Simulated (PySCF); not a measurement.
From computed data to an observable: oscillator strength and radiative lifetime

C3H6OSi, SMILES C1[SiH2]COC=1.

Geometry optimised at PBE0-D3(BJ)/def2-SVP. The structure was generated by enumeration, and PubChem lists no compound with its InChIKey, so it may never have been made. One conformer was computed; it need not be the lowest.

TDDFT-PBE/def2-SVPD in PySCF puts the first singlet state with f over 0.02 at 5.62 eV (vertical), with the transition dipole (0.351, 0.808, 0.000) in atomic units.

Task: Find the oscillator strength, the wavelength and the radiative lifetime that this transition would have in vacuum if emission retraced absorption.

Result: 
|μ|² = 0.7761 au, so |μ| = 2.24 D. ΔE = 5.62/27.211 = 0.2065 hartree. f = (2/3) ΔE |μ|² = 0.107 (the program prints 0.107).
λ = 1239.84/5.62 = 221 nm; ν = 45328 cm⁻¹.
Einstein's coefficient A = 0.6670 ν² f s⁻¹ (ν in cm⁻¹) = 1.5e8 s⁻¹, so τ = 1/A = 6.8 ns. This state is S3; the lower singlets have f = 0.000, 0.002. The figure is the radiative limit of this one transition; relaxation, internal conversion, crossing to triplets and a medium change what is measured.
